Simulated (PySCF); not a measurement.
Results of a calculation; reference values are marked as such.
Si2BH7NO3

Si2BH7NO3 is a small molecule (built as: Si site whose three back bonds go to NHSiH3, H, OB(OH)2), neutral, doublet. The structure, one conformer, was relaxed in the gas phase by PBE0-D3(BJ)/def2-SVP. No frequency run checks that it is a minimum.

SMILES: OB(O)O[SiH]N[SiH3]

Coordinates in Å:
```
Si1     1.547   -0.061    0.859
N2      0.756    1.410    0.399
Si3    -0.031    1.865   -1.099
O4      0.468   -1.330    1.129
B5     -0.512   -1.767    0.286
O6     -1.350   -2.780    0.643
O7     -0.652   -1.169   -0.935
H8      2.205    0.186    2.183
H9      0.829    2.160    1.083
H10    -1.507    1.627   -1.100
H11     0.179    3.338   -1.271
H12     0.590    1.144   -2.245
H13    -1.143   -3.108    1.523
H14    -1.386   -1.530   -1.442
```

EPR values by unrestricted B3LYP, IGLO-III on B N O Si, pcH-1 on H.

(1) Predict g and the largest hyperfine couplings. Where does the spin sit?

(2) How do the isotropic couplings move with BHandHLYP?

Answers

(1) g = 2.0010, 2.0019, 2.0022. The spin sits on Si1 (84 %, bonded to 1 N + 1 O + 1 H) by Mulliken populations.
| atom | isotope | isotropic (MHz) | dipolar, principal values (MHz) |
| --- | --- | --- | --- |
| Si1 | 29Si | -792.9 | -135.1, 67.1, 68.0 |
| H8 | 1H | 150.2 | -6.2, -1.4, 7.7 |
| O4 | 17O | -29.3 | -27.0, 13.1, 13.9 |
| N2 | 14N | 23.6 | -3.8, -3.4, 7.2 |
| H9 | 1H | 22.1 | -6.2, -0.5, 6.7 |
| B5 | 11B | -2.8 | -1.4, -0.3, 1.7 |

(2) Si1 -792.9 to -827.4 MHz, H8 150.2 to 152.6 MHz, O4 -29.3 to -33.7 MHz, N2 23.6 to 25.1 MHz.
